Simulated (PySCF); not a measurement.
In(H2S)H3.
Bonds: In1–S2. Hydrogens: H5, H6, H7 on In1; H3, H4 on S2.

Method: PBE0-D3(BJ)/def2-SVP geometry optimisation, gas phase, def2 core potentials past Kr (PySCF 2.14.0); density fitting, grid level 1; the optimiser is geomeTRIC in internal coordinates, started from a GFN2-xTB structure.

Geometry at step 1:
```
atom  x, y, z in Å
In1     0.1365   -0.2231   -1.1498
S2      0.1484   -0.2592    1.6557
H3      0.5192    1.0397    1.7210
H4     -1.1677    0.0468    1.7097
H5      1.8688   -0.1881   -1.3766
H6     -0.7500    1.2926   -1.1827
H7     -0.7551   -1.7087   -1.3774
```

Question: Give the atomic forces at this geometry.

Answer: 
```csv
atom,Fx (eV/Å),Fy (eV/Å),Fz (eV/Å)
In1,-0.016,0.019,-0.294
S2,-0.018,0.030,0.108
H3,-0.014,-0.030,0.035
H4,0.032,-0.003,0.036
H5,-0.128,-0.005,0.058
H6,0.072,-0.112,0.002
H7,0.071,0.102,0.055
```

The largest, 0.29 eV/Å, acts on In1; the rms over all components is 0.087 eV/Å. The forces sum to zero within rounding, as they must for an isolated molecule in no field.

Question: Give the force on In1 in Eh/bohr and in nN.

Answer: 0.295 eV/Å ÷ 51.422 = 0.00574 Eh/bohr, and 0.295 eV/Å × 1.602 = 0.47 nN.

Question: How far is this geometry from the end of the optimisation?

Answer: 0.014 eV above it, and 0.073 Å rms away after alignment. The bonds farthest from their final lengths, with half the difference of the two atoms' forces along the bond (positive lengthens):

```
  bond  now (Å)  final (Å)  force along bond (eV/Å)
In1–S2    2.806      2.882                    +0.20
In1–H6    1.756      1.742                    -0.08
In1–H7    1.748      1.736                    -0.08
In1–H5    1.747      1.737                    -0.08
```

The angle farthest from its final value is In1–S2–H4, 91.9° against 95.5°.

Of the 4 listed bonds off by 0.010 Å or more, this force points towards the final length in 4.

What follows is the cost of the whole optimisation. The run took 13 s of wall time on Arm Neoverse V1, one thread, shared host, and the process peaked at 0.29 GiB of memory.
